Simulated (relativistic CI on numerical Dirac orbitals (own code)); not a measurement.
Rh⁶⁺: M2,3 absorption edge

Computed with this model: Dirac-Coulomb-Breit CI, separate exchange-only KLI orbitals for each configuration, QED by a radiative potential, multiplet model of core-to-valence dipole absorption, unscaled Slater integrals; configurations [Kr] 4d3 → [Ne] 3s2 3p5 3d10 4s2 4p6 4d4; 300 K; Lorentzian 3 eV and Gaussian 0.4 eV FWHM. Energies are those of the free ion, without screening or charge transfer. The branching ratio is the share of the lower-energy edge in the whole absorption, uncertain by about 0.02 where the edges overlap. S is read from ⟨S²⟩ = S(S + 1).

Field parameters in Wybourne normalisation: D3d B²₀ = −7Dσ, B⁴₀ = −14Dq − 21Dτ, B⁴₃ = −14√(10/7) Dq. The field is a parameter set, without covalency.

Computed curve for D3d, 10Dq = 40550, Dσ = -350, Dτ = -290 cm⁻¹, scaled to 100 at the maximum (points under 2 are left out and the grid is thinned):

Energy (eV), Intensity and a bar:
```
    497.0        2.1 
    498.0        2.5 
    498.5        2.7 
    499.5        3.2 
    500.5        3.9 #
    501.0        4.3 #
    502.0        5.4 #
    503.0        6.9 #
    503.5        8.0 ##
    504.5       11.1 ###
    505.0       13.4 ###
    506.0       20.7 ######
    507.0       35.2 ##########
    507.5       46.6 ##############
    508.5       71.4 #####################
    509.5       87.3 ##########################
    510.0       94.5 #############################
    511.0       99.0 ##############################
    512.0       79.5 ########################
    512.5       72.1 ######################
    513.5       61.7 ##################
    514.5       44.9 #############
    515.0       35.7 ##########
    516.0       22.0 ######
    516.5       17.7 #####
    517.5       12.1 ###
    518.5        8.9 ##
    519.0        7.8 ##
    520.0        6.2 #
    521.0        5.2 #
    521.5        4.8 #
    522.5        4.3 #
    523.5        3.8 #
    524.0        3.6 
    525.0        3.4 
    526.0        3.3 
    526.5        3.3 
    527.5        3.5 
    528.0        3.7 
    529.0        4.3 #
    530.0        5.4 #
    530.5        6.2 #
    531.5        9.0 ##
    532.5       14.7 ####
    533.0       19.6 #####
    534.0       32.5 #########
    535.0       38.5 ###########
    535.5       37.8 ###########
    536.5       31.1 #########
    537.5       22.0 ######
    538.0       20.0 ######
    539.0       18.5 #####
    539.5       17.0 #####
    540.5       12.1 ###
    541.5        7.5 ##
    542.0        6.0 #
    543.0        4.1 #
    544.0        3.0 
    544.5        2.6 
    545.5        2.1
```

The ground state has S = 1.50, and the centroid lies at 517.52 eV.
